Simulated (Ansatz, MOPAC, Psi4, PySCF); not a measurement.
Molecule: H$_{3}$BPO$_{2}$, net charge 0, doublet state. SMILES: OB([PH])O
Coordinates optimised at B3LYP-D3(BJ)/def2-TZVP (Ansatz, an electronic-structure program):
```xyz
7

O     -0.5823     1.3612     0.8032
B     -0.4412     0.1605     0.1762
O     -1.5799    -0.5798     0.0575
P      1.2461    -0.5381    -0.5396
H      0.2330     1.8627     0.8740
H     -1.4653    -1.4239    -0.3866
H      2.0437     0.5786    -0.1595
```
Charge 0, spin multiplicity 2.

Property: enthalpy of formation at 298 K, in kcal/mol. Terms: LANL2DZ with its own core potentials from Na on; no spin-orbit coupling; non-relativistic; no dispersion term unless named; six Cartesian d functions in 6-31G* and its kin unless marked 5d; 6-311+G** with 5d, 6d on Na to Ar in Ansatz; open shells spin-unrestricted; frozen cores in correlated levels. CBS marks a two-point X^-3 extrapolation of the correlation energy; Hartree-Fock from the larger set. First-principles rows: single points at B3LYP-D3(BJ) geometries (Ansatz), with unscaled harmonic terms from B3LYP/6-31G* (Ansatz) at its own minima, enthalpies of formation by atomisation with measured atoms. Semi-empirical rows: MOPAC heats of formation at their own minima for 298 K.

Coupled cluster (Ansatz) is a level with limits of its own, used here on species with T1 under 0.025 (0.045 for open shells) and stable references: CCSD(T)/CBS(aug-cc-pV(T+d)Z,aug-cc-pV(Q+d)Z).

Value to compare with, CCSD(T)/CBS(aug-cc-pV(T+d)Z,aug-cc-pV(Q+d)Z) (Ansatz): -118.3 kcal/mol.

```json
[
 {"level": "AM1", "program": "MOPAC", "enthalpy of formation at 298 K (kcal/mol)": "-124.7", "difference": "-6.4"},
 {"level": "HF/6-31G*", "program": "Ansatz", "enthalpy of formation at 298 K (kcal/mol)": "82.4", "difference": "200.7"},
 {"level": "PBE/LANL2DZ", "program": "Ansatz", "enthalpy of formation at 298 K (kcal/mol)": "-80.4", "difference": "37.9"},
 {"level": "PBE/def2-SVP", "program": "Ansatz", "enthalpy of formation at 298 K (kcal/mol)": "-137.8", "difference": "-19.5"},
 {"level": "PBE/6-311+G**", "program": "Ansatz", "enthalpy of formation at 298 K (kcal/mol)": "-126.7", "difference": "-8.4"},
 {"level": "B3LYP/LANL2DZ", "program": "Ansatz", "enthalpy of formation at 298 K (kcal/mol)": "-56.3", "difference": "62.0"},
 {"level": "B3LYP/6-31G*", "program": "Ansatz", "enthalpy of formation at 298 K (kcal/mol)": "-104.8", "difference": "13.5"},
 {"level": "B3LYP/6-31+G*", "program": "Ansatz", "enthalpy of formation at 298 K (kcal/mol)": "-101.9", "difference": "16.4"},
 {"level": "B3LYP/6-31G**", "program": "Ansatz", "enthalpy of formation at 298 K (kcal/mol)": "-113.6", "difference": "4.7"},
 {"level": "B3LYP/6-311+G**", "program": "Ansatz", "enthalpy of formation at 298 K (kcal/mol)": "-108.6", "difference": "9.7"},
 {"level": "wB97X-D/6-31G*", "program": "Psi4", "enthalpy of formation at 298 K (kcal/mol)": "-108.8", "difference": "9.5"},
 {"level": "wB97X-D/6-311+G**", "program": "Psi4", "enthalpy of formation at 298 K (kcal/mol)": "-111.8", "difference": "6.5"},
 {"level": "B3PW91/6-31G* (5d)", "program": "PySCF", "enthalpy of formation at 298 K (kcal/mol)": "-103.8", "difference": "14.5"},
 {"level": "r2SCAN-D4/def2-TZVPD", "program": "Ansatz + dftd4", "enthalpy of formation at 298 K (kcal/mol)": "-123.7", "difference": "-5.4"},
 {"level": "wB97M-V/def2-TZVPD", "program": "Ansatz", "enthalpy of formation at 298 K (kcal/mol)": "-122.6", "difference": "-4.3"},
 {"level": "B2PLYP-D3(BJ)/def2-TZVPD", "program": "Ansatz + dftd3", "enthalpy of formation at 298 K (kcal/mol)": "-113.6", "difference": "4.7"}
]
```

Among the 13 habitual levels, HF/6-31G* lies farthest from CCSD(T)/CBS(aug-cc-pV(T+d)Z,aug-cc-pV(Q+d)Z) (Ansatz) (200.7 kcal/mol) and B3LYP/6-31G** nearest (4.7); 10 of 13 lie above it, and their mean absolute difference is 31.5 kcal/mol, the median 13.5. One case shows no general order.

The levels are drawn from those run, B3LYP/6-31G* more often than the rest, none by its result; left out are runs that failed, that the program found above a lower state of the same kind, or whose <S^2> lies over 0.5 above the pure value.
